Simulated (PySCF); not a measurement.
H2Pb2. Atoms are numbered in the order given.

```xyz
4

Pb     0.0000    -1.4364    -0.0102
Pb     0.0000     1.4364    -0.0102
H      1.1866     0.0000     0.8353
H     -1.1866     0.0000     0.8353
```
Charge 0, spin multiplicity 1.

Geometry: PBE0-D3(BJ)/def2-TZVP. The def2 effective core potentials stand for the cores of Pb; spin–orbit coupling is left out.

Computed with PBE0/def2-TZVPD (PySCF).

The molecule is in vacuum.

Computed frontier levels, gap, dipole moment and polarisability:
```json
{
  "highest_occupied_level": "-4.84 eV",
  "lowest_empty_level": "-1.88 eV",
  "orbital_gap": "2.96 eV",
  "dipole_moment": "1.25 D",
  "quadrupole, principal values (traceless, Buckingham form, about the centre of nuclear charge)": "-4.33, 1.98, 2.35 D·Å",
  "mean_static_polarisability": "118.3 bohr³ (17.53 Å³)",
  "polarisability_principal_values": "80.0, 95.3, 179.6 bohr³"
}
```
